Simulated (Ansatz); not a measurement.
Molecule: sum formula HgOBr (charge 0, doublet). The spin state was set by rule; other spins were not relaxed. SMILES: [Br][Hg]=[O]
Geometry: optimised at B3LYP-D3(BJ)/def2-TZVP (Ansatz, a quantum-chemistry and plane-wave program).

Computed values are from Ansatz. Valence correlation only, unless marked. Open shells are spin-unrestricted. No spin-orbit coupling. Frozen are the shells of the preceding noble gas and the d and f shells that filled before the atom's block. In def2 rows, elements after Kr have scalar-relativistic effective core potentials. CBS(X,Y): correlation extrapolated as X^-3; Hartree-Fock from the larger set. [CCSD(T)-MP2]/basis is that difference in the basis named.

```json
{
 "atomisation energy De": "77.5 kcal/mol at RI-MP2/CBS(def2-TZVPPD,def2-QZVPPD)+[CCSD(T)-MP2]/def2-TZVPPD",
 "vertical ionisation energy (to the triplet)": "10.81 eV at RI-MP2/CBS(def2-TZVPPD,def2-QZVPPD)+[CCSD(T)-MP2]/def2-TZVPPD",
 "total_energy": "-2800.7718 Eh at RI-MP2/CBS(def2-TZVPPD,def2-QZVPPD)+[CCSD(T)-MP2]/def2-TZVPPD",
 "dipole_moment": "0.33 D at CCSD(T)/def2-SVPD",
 "T1 diagnostic": "0.020 at CCSD/def2-TZVPPD"
}
```
